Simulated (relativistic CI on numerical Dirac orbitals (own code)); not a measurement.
**Hyperfine structure of Bi34+, mass number 207**

Calculated at this level of theory: Dirac-Coulomb-Breit CI, KLI orbitals optimised for each configuration, model QED, unscaled Slater integrals (own radial code, finite nucleus).

Configuration list (outside the closed core [Ar] 3d10): 4s2.4p6.4d10.4f3, 4s2.4p6.4d9.4f4, 4s2.4p6.4d10.4f2.5s, 4s2.4p6.4d10.4f2.5p, 4s2.4p5.4d10.4f4, 4s2.4p6.4d10.4f.5s2, 4s2.4p6.4d10.4f.5s.5p, 4s2.4p6.4d10.4f2.5d, 4s.4p6.4d10.4f4, 4s2.4p6.4d10.4f.5p2, 4s2.4p6.4d10.4f.5s.5d, 4s2.4p6.4d9.4f2.5s2, 4s2.4p6.4d10.4f2.5f, 4s2.4p6.4d10.4f2.6s, 4s2.4p6.4d10.4f.5d2, 4p6.4d10.4f5. Levels of other configurations are missing.

Nuclear spin I = 9/2, μ = 4.0729 μN, Q = -0.76 b (tables of Stone and Pyykkö). The electronic factors are computed for point nuclear moments, without core polarisation or the Bohr-Weisskopf and QED corrections.

| Level | E (cm⁻¹) | A (MHz) | B (MHz) |
| --- | --- | --- | --- |
| 4s2.4p6.4d10.4f3 4I°_9/2 | 0.0 | 6836 | -1260 |
| 4s2.4p6.4d10.4f3 4I°_11/2 | 49252.6 | 5276 | -1960 |
| 4s2.4p6.4d10.4f3 4I°_13/2 | 82537.3 | 4814 | -3760 |
| 4s2.4p6.4d10.4f3 4F°_5/2 | 95080.0 | 5431 | 4050 |
| 4s2.4p6.4d10.4f3 2G°_7/2 | 96853.4 | 5085 | 4110 |
| 4s2.4p6.4d10.4f3 4G°_7/2 | 115101.0 | 4411 | -2350 |
| 4s2.4p6.4d10.4f3 2K°_13/2 | 130695.6 | 4841 | -6200 |

Levels with J = 0, under 50 % of one LS term, or S terms without an open s electron are left out. Small factors come from cancelling terms and can be off by tens of per cent or more.

At this charge energies of transitions that change n are usually good to better than 1 %, and those within a shell (Δn = 0) to a few per cent. Terms inside the open d or f shell come out 10 to 20 % too wide with unscaled integrals.

Give the hyperfine levels of 4s2.4p6.4d10.4f3 4I°_9/2 relative to its centre of gravity.

With K = F(F + 1) − I(I + 1) − J(J + 1), E = AK/2 + B[¾K(K + 1) − I(I + 1)J(J + 1)]/[2I(2I − 1)J(2J − 1)]: F = 0: -169800, F = 1: -162900, F = 2: -149100, F = 3: -128400, F = 4: -100800, F = 5: -66480, F = 6: -25360, F = 7: 22500, F = 8: 77010, F = 9: 138100 MHz.

LS names give the leading component of a level, which can be under half, so a name can repeat, a term be missing and a line seem to break the LS rules.
